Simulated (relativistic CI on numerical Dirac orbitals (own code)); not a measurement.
**Mo²⁺: 3p photoemission**

Computed with this model: Dirac-Coulomb-Breit CI, separate exchange-only KLI orbitals for each configuration, model QED (radiative potential, 1s self-energy scaled to tabulated hydrogen-like ionisation energies), valence Slater integrals scaled by 0.8, multiplet model of photoemission in the sudden approximation; configurations [Kr] 4d4 → [Ne] 3s2 3p5 3d10 4s2 4p6 4d4; 80 K; Lorentzian 2 eV and Gaussian 0.6 eV FWHM. Energies are those of the free ion, without screening or charge transfer. The energies are binding energies and can lie tens of eV above those of solids. S is read from ⟨S²⟩ = S(S + 1).

Field parameters in Wybourne normalisation: Oh B⁴₀ = 21Dq, B⁴₄ = √(5/14) B⁴₀. The field is a parameter set, without covalency.

free ion: ground-state S = 1.99, centroid 430.34 eV. Peaks (eV, height): 424.2 (100), 442.2 (55).

Oh, 10Dq = 21300 cm⁻¹: ground-state S = 1.02, centroid 430.61 eV. Peaks (eV, height): 424.6 (100), 442.6 (54).

Strongest unbroadened transitions for free ion:

```csv
Energy (eV),Relative strength
423.97,3.6
424.09,0.5
424.11,100.0
424.27,1.7
424.60,1.8
424.62,2.2
424.64,0.5
424.83,0.8
424.85,44.0
425.07,1.6
426.14,1.0
426.49,0.5
442.11,1.2
442.12,1.0
442.13,23.9
442.29,0.6
442.32,50.1
442.38,2.5
```
